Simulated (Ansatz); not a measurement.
Ideal-gas functions of BFH2OSi (`F[SiH]1BO1`) at 400 K and 1 bar, from an Ansatz frequency run at PBE0-D4/def2-TZVP.

Molar mass 75.91 g/mol, point group C1 (symmetry number 1), electronic degeneracy 1, moments of inertia 28.439, 108.566, 110.748 u Å². Harmonic wavenumbers (cm⁻¹, unscaled): 267, 273, 550, 662, 738, 752, 845, 929, 1015, 1307, 2277, 2699.

Use S(trans) = R[1.5 ln M + 2.5 ln T − 1.1517]; rotational temperatures θ = 24.2544 K / I; S(rot) = R[ln(√π/σ · √(T³/θAθBθC)) + 1.5]; for each mode x = 1.438777 ν̃/T, S = R[x/(eˣ − 1) − ln(1 − e⁻ˣ)] and H = RT x/(eˣ − 1); 1 cm⁻¹ = 0.0119627 kJ/mol; R = 8.31446 J/(mol·K).

Problem. By hand: the entropy, in J/(mol·K).

Solution. Translation 169.0. Rotation: θ = 0.8529, 0.2234, 0.219 K, giving 105.2. Vibration, mode by mode: 8.96, 8.79, 3.88, 2.82, 2.28, 2.19, 1.68, 1.32, 1.03, 0.43, 0.02, 0.01, in all 33.4. Electronic 0.0. Sum 307.6 J/(mol·K).

Problem. By hand: H − E and G − E in kJ/mol, counted from the electronic energy.

Solution. Zero-point energy ½ × 12314 × 0.0119627 = 73.7; thermal vibration 8.5; translation, rotation and pV give 4 RT = 13.3. H − E = 95.5 kJ/mol, and G − E = 95.5 − 400 × 307.6/1000 = -27.5 kJ/mol.

Vibration gives 11 % of the entropy. The sum counts one conformer and one mirror image; others add a mixing term.
